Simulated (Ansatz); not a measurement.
`[F][AlH][Br]` + NH₃ → `[NH2][AlH][Br]` + H–F at 600 K and 1 bar (ligand exchange at the Al–F bond).

Calculated with Ansatz (gas phase, PBE0-D4/def2-TZVP geometries, no zero-point term in ΔE). CCSD(T)/CBS is the MP2 limit (def2-TZVPP, def2-QZVPP) plus CCSD(T) − MP2 in def2-TZVPP, frozen cores. This one scheme is used for every species. For Br outer-core shells are correlated without core-valence functions, which leaves a few kJ/mol of doubt a bond. Scalar relativity is left out up to krypton. One conformer a species, not always the lowest.

| species | CCSD(T)/CBS energy (Eh) | H − E (kJ/mol) | S (J/(mol·K)) |
| --- | --- | --- | --- |
| `[F][AlH][Br]` | -2915.86674 | 60.8 | 339.9 |
| NH₃ | -56.50880 | 112.4 | 219.5 |
| `[NH2][AlH][Br]` | -2871.94728 | 130.8 | 366.1 |
| H–F | -100.39570 | 42.3 | 194.0 |

H − E and S are ideal-gas, rigid-rotor, harmonic terms from PBE0-D4/def2-TZVP, for one conformer and one mirror image of each species. 1 Eh = 2625.50 kJ/mol, R = 8.31446 J/(mol·K).

Problem. By hand: ΔE, ΔH, ΔS and ΔG.

Solution. ΔE = (-2871.94728) + (-100.39570) − (-2915.86674) − (-56.50880) = 0.03256 Eh = 85.5 kJ/mol. Δ(H − E) = 130.8 + 42.3 − 60.8 − 112.4 = -0.1, so ΔH = 85.4 kJ/mol. ΔS = 366.1 + 194.0 − 339.9 − 219.5 = 0.7 J/(mol·K). ΔG = 85.4 − 600 × (0.7)/1000 = 85.0 kJ/mol.

Problem. By hand: the equilibrium constant, and the temperature at which ΔG would vanish if ΔH and ΔS stayed fixed.

Solution. log₁₀ K = −ΔG/(RT ln 10) = -7.4. ΔG = 0 at ΔH/ΔS = 122000 K, far beyond where these terms or the molecules hold.

The number of gas molecules stays the same, so ΔS is small and ΔH decides. A doubt of 5 kJ/mol in ΔE shifts log₁₀ K by 0.4 here. Other conformers and mirror images would add mixing entropy, several J/(mol·K) or more a flexible species. These are equilibria of isolated gas molecules and say nothing of rates. Largest T1 diagnostic: 0.009 (customary marks: 0.02 for closed shells, 0.045 for open ones).
